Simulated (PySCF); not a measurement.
## C2H7F2NSi2: core ionisation energies

Compound: C2H7F2NSi2.
Numbering: `[F:1][C@@H:2]1[CH2:3][SiH2:4][NH:5][Si@@H:6]1[F:7]`

Theory: delta-SCF UKS SCAN, pcX-2 on the ionised atom, pcseg-1 elsewhere, spin-free X2C (PySCF). Vertical ΔSCF values, vacuum level as zero.

List the computed XPS lines with their assignment.

```csv
atom(s),bonded to,level,binding energy (eV),2p1/2 (eV),above the level's lowest (eV),count
Si6,"F, N, C and H",Si 1s,1847.88,–,+0.75,1
Si4,"N, C and 2 H",Si 1s,1847.13,–,0.00,1
F1,C,F 1s,692.08,–,+0.07,1
F7,Si,F 1s,692.01,–,0.00,1
N5,H and 2 Si,N 1s,404.62,–,0.00,1
C2,"F, C, H and Si",C 1s,292.57,–,+1.97,1
C3,"C, 2 H and Si",C 1s,290.60,–,0.00,1
Si6,"F, N, C and H",Si 2p3/2,107.89,108.51,+0.64,1
Si4,"N, C and 2 H",Si 2p3/2,107.25,107.88,0.00,1
```

The listed C 1s values span 1.97 eV, from C3 (bonded to C, 2 H and Si) to C2 (bonded to F, C, H and Si). Summing the Pauling electronegativity differences to the bonded atoms, each weighted by its formal bond order, gives -1.35 for the lowest site and +0.43 for the highest.

The 2 F 1s values lie within 0.07 eV of each other; Gaussian lines of 0.5 eV full width would blend them into one maximum.

Lowest listed Si 1s: Si4, bonded to N, C and 2 H. Highest, 0.75 eV above it: Si6, bonded to F, N, C and H. Summing the Pauling electronegativity differences to the bonded atoms, each weighted by its formal bond order, gives +2.39 for the lowest site and +4.17 for the highest.

Lowest listed Si 2p3/2: Si4, bonded to N, C and 2 H. Highest, 0.64 eV above it: Si6, bonded to F, N, C and H.

Which effective nuclear charge Zeff reproduces each element's mean 1s value in the hydrogen-like formula E = 13.606 eV × Zeff²?

C (Z = 6): mean 291.6 eV, Zeff = 4.63, Z − Zeff = 1.37; N (Z = 7): mean 404.6 eV, Zeff = 5.45, Z − Zeff = 1.55; F (Z = 9): mean 692.0 eV, Zeff = 7.13, Z − Zeff = 1.87; Si (Z = 14): mean 1847.5 eV, Zeff = 11.65, Z − Zeff = 2.35. Means run over the listed sites, weighted by atom count.

For 2p shells one spin-free hole was relaxed; a mean-field spin–orbit operator and the ground-state splitting of the three 2p orbitals were then diagonalised within the shell. The shell's mean is (2 × 2p3/2 + 2p1/2)/3, and the degeneracies 2j + 1 give areas of 2:1. 2p1/2 minus 2p3/2 (ligand field included): Si 0.62 eV. Geometry: PBE0-D3(BJ)/def2-SVP, one conformer, isolated molecule.
